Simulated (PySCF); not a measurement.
## Electronic structure of Zn⁺ (zinc, charge +1) at the UHF level

Configuration: [Ar] 3d10 4s1, 2S determinant. All numbers are calculated (PySCF 2.14, the non-relativistic Hamiltonian (point nucleus), in def2-TZVP (6s5p4d1f, 48 functions)).

* Total energy: -1777.526441 hartree
* One-electron energy: -2473.8323 hartree
* Hartree (Coulomb) energy: 765.8117 hartree
* Exchange energy: -69.5058 hartree
* Kinetic energy: 1777.46777 hartree
* ⟨S²⟩: 0.7509
* ⟨L²⟩: 0.000
* Sum of ⟨r⟩: 18.72 bohr
* Sum of ⟨r²⟩: 22.62 bohr²
* Density at the nucleus (Gaussians lack the cusp): 18000 bohr⁻³
* Spin density at the nucleus: 6.48 bohr⁻³
* Langevin diamagnetic susceptibility: -17.9 ×10⁻⁶ cm³/mol
* Time after the integrals: 0.16 s of wall time on 1 thread of Neoverse-V1 (shared host)

```
shell  electrons  mean orbital energy (eV)  rms radius, mean of both spins (bohr)
 1s α          1                   -9623.3                                 0.0591
 1s β          1                   -9623.2                                 0.0591
 2s α          1                   -1216.4                                  0.248
 2s β          1                   -1216.4                                  0.248
 2p β          3                   -1068.5                                  0.221
 2p α          3                   -1068.5                                  0.221
 3s α          1                   -162.82                                  0.742
 3s β          1                   -162.55                                  0.742
 3p α          3                   -113.84                                  0.782
 3p β          3                   -113.83                                  0.782
 3d α          5                   -30.632                                  0.993
 3d β          5                   -30.612                                  0.993
 4s α          1                   -16.690                                   2.75
```
